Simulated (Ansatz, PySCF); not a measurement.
This PySCF input computes a SVWN5/def2-TZVPD energy:

```python
from pyscf import gto, scf, dft

mol = gto.M(
    atom='''
    Si   -0.24622884    0.05312612   -0.42862485
    Cl    0.39340431   -0.52056076    1.70471086
    C    -1.76771502   -0.46367467   -1.09891695
    C     1.28442134   -0.62958997   -1.31220440
    C    -0.06539510    1.92753608   -0.21984139
    H    -1.90063601   -1.49780608   -1.41201220
    H    -2.69378486    0.00475496   -0.77014236
    H     1.21691085   -1.71821931   -1.38323865
    H     2.20113723   -0.38442119   -0.77201087
    H     1.34754303   -0.22818016   -2.32721067
    H    -0.04960312    2.41860846   -1.19654525
    H    -0.91566517    2.32178607    0.34258650
    H     0.84556126    2.18361585    0.32501314
    ''',
    basis='def2-tzvpd',
    charge=-1,
    spin=0,
    verbose=4,
)

mf = dft.RKS(mol, xc='svwn').density_fit(auxbasis='def2-universal-jkfit')
mf.grids.level = 3
mf.conv_tol = 1e-9
mf.max_cycle = 100
mf.max_memory = 1500
mf.kernel()
if not mf.converged:
    mf = mf.newton()
    mf.kernel(mf.make_rdm1())
mf.analyze()
```

Write an input for the same energy in Ansatz (a program for electronic structure) and say what it gives.


Ansatz 0.2 input:
```yaml
crystal:
  periodic: [false, false, false]
  atoms:
    - {symbol: Si, position_ang: [-0.24622884, 0.05312612, -0.42862485]}
    - {symbol: Cl, position_ang: [0.39340431, -0.52056076, 1.70471086]}
    - {symbol: C, position_ang: [-1.76771502, -0.46367467, -1.09891695]}
    - {symbol: C, position_ang: [1.28442134, -0.62958997, -1.31220440]}
    - {symbol: C, position_ang: [-0.06539510, 1.92753608, -0.21984139]}
    - {symbol: H, position_ang: [-1.90063601, -1.49780608, -1.41201220]}
    - {symbol: H, position_ang: [-2.69378486, 0.00475496, -0.77014236]}
    - {symbol: H, position_ang: [1.21691085, -1.71821931, -1.38323865]}
    - {symbol: H, position_ang: [2.20113723, -0.38442119, -0.77201087]}
    - {symbol: H, position_ang: [1.34754303, -0.22818016, -2.32721067]}
    - {symbol: H, position_ang: [-0.04960312, 2.41860846, -1.19654525]}
    - {symbol: H, position_ang: [-0.91566517, 2.32178607, 0.34258650]}
    - {symbol: H, position_ang: [0.84556126, 2.18361585, 0.32501314]}
basis:
  gaussian:
    orbitals: def2-TZVPD
hamiltonian:
  xc: {name: SVWN5}
total_charge: -1
output: {forces: true}
```
It gives -865.20503 Eh, and PySCF -865.20515 Eh, a difference of 0.12 mEh, from the treatment of integrals and grids.

It need not be the lowest isomer of its formula. Whether it binds its extra electron was not tested at this geometry.
